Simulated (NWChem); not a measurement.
System: MgNH₃S; SMILES [NH2][Mg][SH]

The following NWChem deck was run.

```
start job
memory heap 200 mb stack 900 mb global 1100 mb
geometry units angstroms noautoz
  Mg     0.150849    -0.374197    -0.183014
  N      0.441618    -2.216127     0.162852
  H     -0.102967    -3.000086    -0.209220
  H      1.170903    -2.615528     0.761386
  S     -0.194388     1.884243    -0.603818
  H     -1.044541     2.001650     0.457062
end
basis spherical
  Mg library def2-svp
  N library def2-svp
  H library def2-svp
  S library def2-svp
end
dft
  xc hfexch
  iterations 150
  mulliken
end
task dft energy
```

Excerpt of the output:

```
             Northwest Computational Chemistry Package (NWChem) 7.3.0
             --------------------------------------------------------

 C1  symmetry detected

                             Geometry "geometry" -> ""
                             -------------------------

 Output coordinates in angstroms (scale by  1.889725989 to convert to a.u.)

  No.       Tag          Charge          X              Y              Z
 ---- ---------------- ---------- -------------- -------------- --------------
    1 Mg                  12.0000     0.02831953    -0.55968118    -0.00345364
    2 N                    7.0000     0.00908445    -2.45611882     0.00205397
    3 H                    1.0000    -0.00957623    -3.06838576    -0.81915434
    4 H                    1.0000     0.01074802    -3.06263450     0.82773955
    5 S                   16.0000     0.05637474     1.76325099     0.00040164
    6 H                    1.0000    -1.30659310     1.82801044     0.01205433

 Effective nuclear repulsion energy (a.u.)     106.6018792497

  xc_inp: hfexch multiplicative factor not found.

                                 NWChem DFT Module
                                 -----------------

 Summary of "ao basis" -> "ao basis" (spherical)
 ------------------------------------------------------------------------------
       Tag                 Description            Shells   Functions and Types
 ---------------- ------------------------------  ------  ---------------------
 Mg                         def2-svp                 8       18   4s3p1d
 N                          def2-svp                 6       14   3s2p1d
 H                          def2-svp                 3        5   2s1p
 S                          def2-svp                 8       18   4s3p1d

            General Information
            -------------------
          SCF calculation type: DFT
          Wavefunction type:  closed shell.
          No. of atoms     :     6
          No. of electrons :    38
           Alpha electrons :    19
            Beta electrons :    19
          Charge           :     0
          Spin multiplicity:     1
          Use of symmetry is: off; symmetry adaption is: off
          Maximum number of iterations: 150
          AO basis - number of functions:    65
                     number of shells:    31
          Convergence on energy requested:  1.00D-06
          Convergence on density requested:  1.00D-05
          Convergence on gradient requested:  5.00D-04

              XC Information
              --------------
                     Hartree-Fock (Exact) Exchange  1.000

      Superposition of Atomic Density Guess
      -------------------------------------

 Sum of atomic energies:        -652.62414777

      Non-variational initial energy
      ------------------------------

 Total energy =    -653.207999
 1-e energy   =   -1115.554990
 2-e energy   =     355.745112
 HOMO         =      -0.322311
 LUMO         =      -0.072360

     ---------------------------------------------
      Total Density - Mulliken Population Analysis
     ---------------------------------------------

    Atom       Charge   Shell Charges
 -----------   ------   -------------------------------------------------------
    1 Mg  12    10.91   2.00  1.99  0.46  0.05  5.99  0.16  0.12  0.14
    2 N    7     8.14   1.99  1.04  0.53  2.66  1.92  0.00
    3 H    1     0.75   0.59  0.12  0.04
    4 H    1     0.75   0.59  0.12  0.04
    5 S   16    16.67   2.00  1.99  1.21  0.64  5.94  1.84  3.03  0.02
    6 H    1     0.78   0.57  0.18  0.03

   convergence    iter        energy       DeltaE   RMS-Dens  Diis-err
 ---------------- ----- ----------------- --------- --------- ---------
 d= 0,ls=0.0,diis     1   -653.0858286822 -7.60D+02  1.04D-02  4.91D-01
 d= 0,ls=0.0,diis     2   -653.1392958307 -5.35D-02  3.57D-03  1.65D-01
 d= 0,ls=0.0,diis     3   -653.1587252331 -1.94D-02  1.15D-03  3.04D-03
 d= 0,ls=0.0,diis     4   -653.1597384718 -1.01D-03  3.82D-04  3.06D-04
 d= 0,ls=0.0,diis     5   -653.1598541284 -1.16D-04  1.85D-04  3.16D-05
  Resetting Diis
 d= 0,ls=0.0,diis     6   -653.1598723191 -1.82D-05  5.19D-05  2.26D-06
 d= 0,ls=0.0,diis     7   -653.1598735722 -1.25D-06  7.54D-06  1.26D-07
 d= 0,ls=0.0,diis     8   -653.1598736172 -4.49D-08  4.13D-06  2.21D-08

         Total DFT energy =     -653.159873617157
      One electron energy =    -1118.413281693850
           Coulomb energy =      407.451363322387
    Exchange-Corr. energy =      -48.799834495370
 Nuclear repulsion energy =      106.601879249676

 Numeric. integr. density =        0.000000000000

                       DFT Final Molecular Orbital Analysis
                       ------------------------------------

 Vector   17  Occ=2.000000D+00  E=-3.917757D-01
              MO Center=  2.6D-02,  1.5D+00,  2.7D-04, r^2= 2.1D+00
   Bfn.  Coefficient  Atom+Function         Bfn.  Coefficient  Atom+Function
  ----- ------------  ---------------      ----- ------------  ---------------
    54      0.574257  5 S  py                51      0.382318  5 S  py
    48      0.223226  5 S  py                 3     -0.192198  1 Mg s
    45      0.149311  5 S  s                  9     -0.143967  1 Mg py
     2     -0.115740  1 Mg s                  6     -0.109919  1 Mg py
    53      0.104559  5 S  px                44     -0.087658  5 S  s

 Vector   18  Occ=2.000000D+00  E=-3.588718D-01
              MO Center=  9.6D-03, -2.4D+00,  1.8D-03, r^2= 1.2D+00
   Bfn.  Coefficient  Atom+Function         Bfn.  Coefficient  Atom+Function
  ----- ------------  ---------------      ----- ------------  ---------------
    22      0.538908  2 N  px                25     -0.484389  2 N  px
    11     -0.122128  1 Mg px                14      0.101005  1 Mg d -2
     8     -0.062653  1 Mg px                 5     -0.052662  1 Mg px

 Vector   19  Occ=2.000000D+00  E=-3.527521D-01
              MO Center=  3.7D-02,  1.6D+00,  1.8D-04, r^2= 1.7D+00
   Bfn.  Coefficient  Atom+Function         Bfn.  Coefficient  Atom+Function
  ----- ------------  ---------------      ----- ------------  ---------------
    55      0.621964  5 S  pz                52      0.419025  5 S  pz
    49      0.240354  5 S  pz                13      0.105054  1 Mg pz
    15      0.092876  1 Mg d -1              10      0.044300  1 Mg pz
     7      0.038224  1 Mg pz

 Vector   20  Occ=0.000000D+00  E= 3.852084D-02
              MO Center= -6.1D-02, -5.1D-01, -2.0D-02, r^2= 8.4D+00
   Bfn.  Coefficient  Atom+Function         Bfn.  Coefficient  Atom+Function
  ----- ------------  ---------------      ----- ------------  ---------------
     4      1.426211  1 Mg s                 46     -0.404937  5 S  s
    21     -0.297719  2 N  s                  3     -0.251494  1 Mg s
    54      0.231583  5 S  py                 2      0.100153  1 Mg s
    51      0.092837  5 S  py                26     -0.092078  2 N  py
    20     -0.091368  2 N  s                 44      0.083451  5 S  s

 Vector   21  Occ=0.000000D+00  E= 8.796922D-02
              MO Center=  1.3D-02, -4.8D-01,  1.3D-02, r^2= 6.5D+00
   Bfn.  Coefficient  Atom+Function         Bfn.  Coefficient  Atom+Function
  ----- ------------  ---------------      ----- ------------  ---------------
    13      1.042154  1 Mg pz                55     -0.319761  5 S  pz
    39     -0.139756  4 H  s                 34      0.138083  3 H  s
     7      0.110938  1 Mg pz                52     -0.108227  5 S  pz
    10      0.074682  1 Mg pz                27     -0.070176  2 N  pz
    49     -0.067626  5 S  pz                33      0.057739  3 H  s

 Vector   22  Occ=0.000000D+00  E= 9.203637D-02
              MO Center=  1.3D-01, -4.0D-01, -6.7D-03, r^2= 6.4D+00
   Bfn.  Coefficient  Atom+Function         Bfn.  Coefficient  Atom+Function
  ----- ------------  ---------------      ----- ------------  ---------------
    11      1.037859  1 Mg px                62      0.277655  6 H  s
    25     -0.207333  2 N  px                46     -0.177247  5 S  s
    14      0.165452  1 Mg d -2              22      0.149654  2 N  px
    53     -0.111778  5 S  px                 5      0.105328  1 Mg px
    61      0.094594  6 H  s                  8      0.065586  1 Mg px

     ---------------------------------------------
      Total Density - Mulliken Population Analysis
     ---------------------------------------------

    Atom       Charge   Shell Charges
 -----------   ------   -------------------------------------------------------
    1 Mg  12    11.16   2.00  1.99  0.38 -0.00  5.99  0.31  0.23  0.26
    2 N    7     7.75   1.99  0.93  0.61  2.34  1.87  0.01
    3 H    1     0.86   0.70  0.12  0.05
    4 H    1     0.86   0.70  0.12  0.05
    5 S   16    16.44   2.00  1.99  1.15  0.71  5.94  1.73  2.89  0.04
    6 H    1     0.92   0.70  0.20  0.03

     -------------------------------------------
      Total Density - Lowdin Population Analysis
     -------------------------------------------

    Atom       Charge   Shell Charges
 -----------   ------   -------------------------------------------------------
    1 Mg  12    11.90   2.00  1.94  0.39  0.13  5.85  0.59  0.41  0.60
    2 N    7     7.32   1.97  0.70  0.47  2.18  1.97  0.02
    3 H    1     0.92   0.59  0.21  0.13
    4 H    1     0.92   0.59  0.21  0.13
    5 S   16    15.95   2.00  1.95  0.91  0.65  5.82  1.84  2.74  0.04
    6 H    1     0.99   0.60  0.31  0.08

     Multipole analysis of the density
     ---------------------------------

     L   x y z        total         alpha         beta         nuclear
     -   - - -        -----         -----         ----         -------
     0   0 0 0     -0.000000    -19.000000    -19.000000     38.000000

     1   1 0 0     -0.307919     -0.153959     -0.153959     -0.000000
     1   0 1 0     -0.774169     -0.387084     -0.387084     -0.000000
     1   0 0 1     -0.004902     -0.002451     -0.002451     -0.000000

[...]
```

Level: Hartree-Fock/def2-SVP. All runs use the structure optimised with PBE-D3(BJ)/def2-SVP.
